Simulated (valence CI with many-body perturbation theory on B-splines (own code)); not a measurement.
Level structure of Ni XXIV

Computed by valence CI with perturbative core correlation (CI+MBPT): three valence electrons over a frozen Dirac-Fock core [He], a basis of 11 s, 11 p, 9 d, 7 f, 5 g, 2 h, 1 i functions for each j, with the one-electron correlation potential Σ1 (screened to all orders), the two-electron term Σ2, the three-electron term Σ3, Breit, model QED; selected single and double excitations, second order for the rest (own B-spline code, finite nucleus).

No measured levels were compared; by estimate levels of excited configurations hold to 0.05 to 0.15 % of their energy, terms of the ground configuration to about 0.5 %.

Levels 46 to 89 of 89, with energies above the lowest level, 2s2 2p 2P°_1/2. "Leading %" is the weight of the configuration and term that name the level; weights of strongly mixed levels are sums over their largest components and can fall short. In the jj column 3d3/2^4 stands for four electrons in 3d with j = 3/2.

| No. | Configuration | Term | J | E (eV) | Leading % | g | Second component | Leading jj |
| --- | --- | --- | --- | --- | --- | --- | --- | --- |
| 46 | 2s 2p 3p | 2S | 1/2 | 1301.5 | 80 | 1.854 | 10 % 2s 2p 3p 2P | 2s 2p3/2 3p3/2 (85 %) |
| 47 | 2s 2p 3d | 2D° | 3/2 | 1303.5 | 62 | 0.928 | 15 % 2s 2p 3d 2P° | 2s 2p1/2 3d5/2 (31 %) |
| 48 | 2s 2p 3d | 2F° | 5/2 | 1305.2 | 45 | 1.090 | 31 % 2s 2p 3d 2D° | 2s 2p1/2 3d5/2 (55 %) |
| 49 | 2s 2p 3d | 4F° | 9/2 | 1308.1 | 100 | 1.331 |  | 2s 2p3/2 3d5/2 (100 %) |
| 50 | 2s 2p 3d | 4D° | 7/2 | 1311.7 | 74 | 1.376 | 24 % 2s 2p 3d 4F° | 2s 2p3/2 3d5/2 (57 %) |
| 51 | 2s 2p 3d | 4D° | 5/2 | 1312.9 | 53 | 1.349 | 26 % 2s 2p 3d 4P° | 2s 2p3/2 3d3/2 (79 %) |
| 52 | 2s 2p 3d | 4P° | 3/2 | 1313.9 | 65 | 1.539 | 31 % 2s 2p 3d 4D° | 2s 2p3/2 3d3/2 (87 %) |
| 53 | 2s 2p 3d | 4P° | 1/2 | 1314.4 | 90 | 2.436 | 8 % 2s 2p 3d 4D° | 2s 2p3/2 3d3/2 (96 %) |
| 54 | 2s 2p 3d | 2F° | 5/2 | 1317.5 | 41 | 1.124 | 36 % 2s 2p 3d 2D° | 2s 2p3/2 3d5/2 (79 %) |
| 55 | 2s 2p 3d | 2P° | 3/2 | 1322.5 | 70 | 1.242 | 19 % 2s 2p 3d 2D° | 2s 2p3/2 3d5/2 (76 %) |
| 56 | 2s 2p 3p | 2P | 1/2 | 1323.7 | 76 | 0.833 | 9 % 2p2 3s 2P | 2s 2p3/2 3p1/2 (66 %) |
| 57 | 2s 2p 3p | 2D | 3/2 | 1324.6 | 69 | 0.952 | 24 % 2s 2p 3p 2P | 2s 2p3/2 3p1/2 (81 %) |
| 58 | 2s 2p 3d | 2F° | 7/2 | 1325.4 | 96 | 1.149 |  | 2s 2p3/2 3d3/2 (51 %) |
| 59 | 2s 2p 3d | 2P° | 1/2 | 1328.0 | 93 | 0.661 | 4 % 2s 2p 3d 4D° | 2s 2p3/2 3d5/2 (92 %) |
| 60 | 2s 2p 3p | 2D | 5/2 | 1328.1 | 90 | 1.209 |  | 2s 2p3/2 3p3/2 (75 %) |
| 61 | 2p2 3s | 4P | 1/2 | 1329.6 | 60 | 2.305 | 18 % 2s 2p 3p 2S | 2p1/2^2 3s (65 %) |
| 62 | 2s 2p 3p | 2P | 3/2 | 1329.9 | 62 | 1.192 | 27 % 2s 2p 3p 2D | 2s 2p3/2 3p3/2 (78 %) |
| 63 | 2s 2p 3p | 2S | 1/2 | 1335.7 | 66 | 2.015 | 21 % 2p2 3s 4P | 2s 2p3/2 3p3/2 (61 %) |
| 64 | 2p2 3s | 4P | 3/2 | 1342.2 | 94 | 1.702 |  | 2p1/2 2p3/2 3s (94 %) |
| 65 | 2p2 3p | 4D° | 1/2 | 1348.7 | 50 | 0.704 | 15 % 2p2 3p 2S° | 2p1/2^2 3p1/2 (83 %) |
| 66 | 2p2 3s | 4P | 5/2 | 1348.9 | 72 | 1.489 | 24 % 2p2 3s 2D | 2p1/2 2p3/2 3s (79 %) |
| 67 | 2s 2p 3d | 2F° | 7/2 | 1349.6 | 92 | 1.148 |  | 2s 2p3/2 3d5/2 (77 %) |
| 68 | 2s 2p 3d | 2F° | 5/2 | 1349.8 | 87 | 0.879 | 5 % 2p2 3p 2F° | 2s 2p3/2 3d3/2 (81 %) |
| 69 | 2p2 3s | 2P | 1/2 | 1350.0 | 76 | 0.903 | 12 % 2s 2p 3p 2P | 2p1/2 2p3/2 3s (81 %) |
| 70 | 2s 2p 3d | 2D° | 3/2 | 1351.1 | 93 | 0.819 | 4 % 2s 2p 3d 2P° | 2s 2p3/2 3d3/2 (73 %) |
| 71 | 2s 2p 3d | 2D° | 5/2 | 1353.3 | 90 | 1.179 | 7 % 2s 2p 3d 2F° | 2s 2p3/2 3d5/2 (83 %) |
| 72 | 2p2 3s | 2P | 3/2 | 1355.4 | 45 | 1.079 | 45 % 2p2 3s 2D | 2p1/2 2p3/2 3s (88 %) |
| 73 | 2s 2p 3d | 2P° | 1/2 | 1355.5 | 91 | 0.640 | 5 % 2p2 3p 4D° | 2s 2p3/2 3d3/2 (75 %) |
| 74 | 2s 2p 3d | 2P° | 3/2 | 1355.6 | 47 | 1.331 | 24 % 2p2 3p 4D° | 2s 2p3/2 3d5/2 (40 %) |
| 75 | 2s 2p 3d | 2P° | 3/2 | 1358.0 | 46 | 1.308 | 37 % 2p2 3p 4D° | 2s 2p3/2 3d5/2 (33 %) |
| 76 | 2p2 3p | 2S° | 1/2 | 1360.4 | 40 | 1.504 | 32 % 2p2 3p 4D° | 2p1/2 2p3/2 3p1/2 (91 %) |
| 77 | 2p2 3p | 2D° | 3/2 | 1364.4 | 36 | 1.203 | 28 % 2p2 3p 4D° | 2p1/2 2p3/2 3p1/2 (80 %) |
| 78 | 2p2 3p | 4D° | 5/2 | 1367.2 | 86 | 1.341 | 6 % 2p2 3p 2F° | 2p1/2 2p3/2 3p3/2 (65 %) |
| 79 | 2p2 3p | 4P° | 5/2 | 1369.2 | 44 | 1.342 | 44 % 2p2 3p 2D° | 2p1/2 2p3/2 3p1/2 (54 %) |
| 80 | 2p2 3p | 4P° | 1/2 | 1369.5 | 59 | 2.149 | 22 % 2p2 3p 2S° | 2p1/2 2p3/2 3p3/2 (87 %) |
| 81 | 2p2 3s | 2D | 5/2 | 1371.0 | 70 | 1.303 | 26 % 2p2 3s 4P | 2p3/2^2 3s (81 %) |
| 82 | 2p2 3p | 2D° | 3/2 | 1372.0 | 53 | 1.216 | 32 % 2p2 3p 4P° | 2p1/2 2p3/2 3p3/2 (95 %) |
| 83 | 2p2 3d | 4F | 3/2 | 1373.7 | 45 | 0.775 | 13 % 2p2 3s 2D | 2p1/2^2 3d3/2 (62 %) |
| 84 | 2p2 3p | 4D° | 7/2 | 1374.0 | 73 | 1.349 | 25 % 2p2 3p 2F° | 2p1/2 2p3/2 3p3/2 (81 %) |
| 85 | 2p2 3s | 2D | 3/2 | 1374.3 | 37 | 0.954 | 30 % 2p2 3s 2P | 2p3/2^2 3s (68 %) |
| 86 | 2p2 3d | 4F | 5/2 | 1378.0 | 48 | 1.158 | 26 % 2p2 3d 4D | 2p1/2^2 3d5/2 (72 %) |
| 87 | 2p2 3p | 4S° | 3/2 | 1378.9 | 63 | 1.758 | 32 % 2p2 3p 2P° | 2p1/2 2p3/2 3p3/2 (52 %) |
| 88 | 2p2 3p | 2P° | 3/2 | 1380.4 | 59 | 1.288 | 22 % 2p2 3p 2D° | 2p1/2 2p3/2 3p1/2 (38 %) |
| 89 | 2p2 3p | 2F° | 5/2 | 1381.7 | 35 | 1.207 | 30 % 2p2 3p 4P° | 2p1/2 2p3/2 3p3/2 (61 %) |

Names give the largest LS component (configuration and term), which can be under half, so a name can repeat, a term be missing and a line seem to break the LS rules; names also repeat where a configuration has a term twice.

Where two levels of one J and parity lie close, their mixing, g and order are uncertain.
